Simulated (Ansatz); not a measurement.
`C=C([SiH3])[SiH2]C`, charge 0, multiplicity 1.

(1) Give a relaxed structure at PBE0-D4/def2-TZVP (Ansatz 0.2.0). (Estimate.)

Results:

(1) The calculation gave: 
Cartesian coordinates in Å:
```
C 1.098 1.793 0.152
C 0.589 0.569 0.323
Si 0.097 0.022 2.037
Si 0.379 -0.557 -1.154
C -1.413 -1.036 -1.396
H 1.238 2.490 0.978
H 1.405 2.162 -0.826
H 0.841 -1.205 2.430
H 0.385 1.110 3.011
H -1.355 -0.306 2.088
H 0.899 0.160 -2.354
H 1.190 -1.791 -0.950
H -2.034 -0.151 -1.548
H -1.524 -1.686 -2.267
H -1.795 -1.573 -0.525
```
This is one stationary point; other conformers may exist.
